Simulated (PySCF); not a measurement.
acetate (C2H3O2), SMILES CC(=O)[O-], charge -1. Atoms are numbered in the order given.

```xyz
7

C     -1.3351    -0.1565    -0.0089
C      0.2059     0.0177     0.0003
O      0.8850    -1.0290    -0.0935
O      0.6052     1.1997     0.1030
H     -1.7554     0.2479     0.9256
H     -1.6240    -1.2119    -0.1156
H     -1.7672     0.4310    -0.8345
```
Charge -1, spin multiplicity 1.

Coordinates come from a PBE0-D3(BJ)/def2-SVPD optimisation.

These are PySCF with PBE/pcSseg-2 values and carry that method's errors.

GIAO shieldings, no solvent; atoms listed in one row are averaged. δ = σ(ref) − σ: ¹³C against TMS (σ = 181.4 ppm); ¹⁷O against H2O (σ = 327.5 ppm); ¹H against TMS (σ = 31.47 ppm), references at their B3LYP-D3(BJ)/def2-TZVP geometries, non-relativistic.

Computed chemical shifts:
```csv
nucleus,atoms,count,δ (ppm)
¹³C,C2,1,174.3
¹³C,C1,1,26.7
¹⁷O,O3,1,370.8
¹⁷O,O4,1,338.6
¹H,"H5, H6, H7",3,1.86
```
